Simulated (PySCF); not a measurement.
## From computed data to an observable: chemical shift, span and skew from a shielding tensor

Zn(Et)(OH) (C2H6OZn), SMILES C[CH2][Zn][OH]. Atoms are numbered in the order given.

```xyz
10

Zn     0.2795     0.1533     0.3537
C     -0.0894    -0.9584    -1.1977
C     -1.4600    -0.7384    -1.8536
H      0.0139    -2.0115    -0.8780
H      0.7165    -0.7908    -1.9349
H     -1.5812     0.2955    -2.2173
H     -2.2880    -0.9341    -1.1525
H     -1.6074    -1.4051    -2.7219
O      0.6029     1.0550     1.8589
H      0.8341     1.9868     1.7317
```

Coordinates come from a TPSSh-D3(BJ)/def2-SVP optimisation. The isomer is the one that the SMILES or the coordinates give; other isomers of the formula were not compared. The values are those of a single conformer.

GIAO shieldings from PBE0/pcSseg-1 (PySCF), non-relativistic, no solvent. The symmetric part of the tensor of C2 has the principal values 177.2, 178.3, 198.2 ppm. The same nucleus in TMS has σ = 186.3 ppm at this level (PySCF, at its B3LYP-D3(BJ)/def2-TZVP geometry).

Q: Work out the isotropic shielding, the ¹³C shift against TMS, the span and the skew.

A: 
σ(iso) = (σ11 + σ22 + σ33)/3 = 184.6 ppm. δ = σ(ref) − σ(iso) = 186.3 − (184.6) = 1.7 ppm.
Span Ω = σ33 − σ11 = 21.0 ppm. Skew κ = 3(σ(iso) − σ22)/Ω = 0.90. Tumbling in solution averages the tensor to δ; in a static solid the shielding alone would spread this spin-1/2 line over Ω.
